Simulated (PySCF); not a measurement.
An equivalent PySCF input for Hg (mercury, neutral), [Xe] 4f14 5d10 6s2, closed-shell 1S, with a scalar-relativistic core potential:

```python
from pyscf import gto, scf, dft, mp, cc
import basis_set_exchange as bse
txt = bse.get_basis("aug-cc-pVDZ-PP", elements=["Hg"], fmt="nwchem", header=False)
cut = txt.index("\nECP")
mol = gto.M(atom="Hg 0 0 0", charge=0, spin=0, symmetry="D2h",
            basis=gto.basis.parse(txt[:cut]),
            ecp={"Hg": gto.basis.parse_ecp(txt[cut:])})
mf = dft.UKS(mol, xc="M062X")
mf.irrep_nelec = {'Ag': (4, 4), 'B1g': (1, 1), 'B2g': (1, 1), 'B3g': (1, 1), 'B1u': (1, 1), 'B2u': (1, 1), 'B3u': (1, 1)}
mf.kernel()
```

It reaches the same state as the run whose output follows, with an energy that differs only through the grid. The run itself started from symmetry-adapted Hartree-Fock orbitals and held the occupation by maximum overlap, on a logarithmic radial grid, so the iterations belong to that start.

```
SCF conv_tol = 1e-09
number electrons alpha = 10  beta = 10
XC functionals = M062X
    Y. Zhao and D. G. Truhlar.,  Theor. Chem. Acc. 120, 215 (2008)
    Y. Zhao and D. G. Truhlar.,  Theor. Chem. Acc. 120, 215 (2008)
cycle= 1 E= -153.389882098961  delta_E= -0.00434  |g|= 0.0227  |ddm|= 0.116
cycle= 2 E= -153.390025154101  delta_E= -0.000143  |g|= 0.0157  |ddm|= 0.0383
cycle= 3 E= -153.390098315336  delta_E= -7.32e-05  |g|= 0.00257  |ddm|= 0.0121
cycle= 4 E= -153.390102227038  delta_E= -3.91e-06  |g|= 0.000196  |ddm|= 0.00495
cycle= 5 E= -153.390102256622  delta_E= -2.96e-08  |g|= 6.5e-06  |ddm|= 0.000503
cycle= 6 E= -153.390102256647  delta_E= -2.52e-11  |g|= 7.48e-07  |ddm|= 1.47e-05
converged SCF energy = -153.390102256647  <S^2> = -1.7763568e-15  2S+1 = 1
```

Energies and moments cover only the electrons outside the core potential. Spin-orbit coupling, which splits the p, d and f shells strongly at this Z, is absent.
